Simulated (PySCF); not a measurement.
## Germanium: a sound run and one with changed settings

Sound run: Ge [Ar] 3d10 4s2 4p2, Ge⁺ [Ar] 3d10 4s2 4p1. All numbers are calculated (PySCF 2.14, the spin-free X2C one-electron Hamiltonian (Gaussian nucleus), in jorge-DZP-DKH (8s6p2d1f, 43 functions)). In the sound run the correlated levels freeze [Ar] 3d10. The sound run starts from symmetry-adapted Hartree-Fock orbitals and uses a fine grid where one is needed.

Changed run: no relativity, point nucleus. This setting is unsound on purpose.

| species | method | sound run (hartree) | changed run (hartree) | converged |
| --- | --- | --- | --- | --- |
| Ge | UHF | -2096.93259 | -2070.20541 | yes |
| Ge | PBE0 | -2098.33581 | -2071.53257 | yes |
| Ge | r2SCAN | -2098.56615 | -2071.77861 | yes |
| Ge | MP2 | -2096.95538 | -2070.22790 | yes |
| Ge | CCSD(T) | -2096.96385 | -2070.23648 | yes |
| Ge⁺ | UHF | -2096.66301 | -2069.93316 | yes |
| Ge⁺ | PBE0 | -2098.04876 | -2071.24273 | yes |
| Ge⁺ | r2SCAN | -2098.27392 | -2071.48362 | yes |
| Ge⁺ | MP2 | -2096.68680 | -2069.95687 | yes |
| Ge⁺ | CCSD(T) | -2096.69758 | -2069.96801 | yes |

Ionisation energy of Ge:

```
 method  sound run (eV)  changed run (eV)
    UHF           7.336             7.408
   PBE0           7.811             7.887
 r2SCAN           7.952             8.027
    MP2           7.309             7.375
SCS-MP2           7.264             7.330
   CCSD           7.244             7.304
CCSD(T)           7.246             7.305
```

Most of the change in total energy is the relativistic energy itself. On top of that the contraction fixes the core shape for the Hamiltonian it was made with, so the changed run is not a good calculation with the other Hamiltonian either.

For comparison, NIST gives 7.899 eV between the lowest levels.
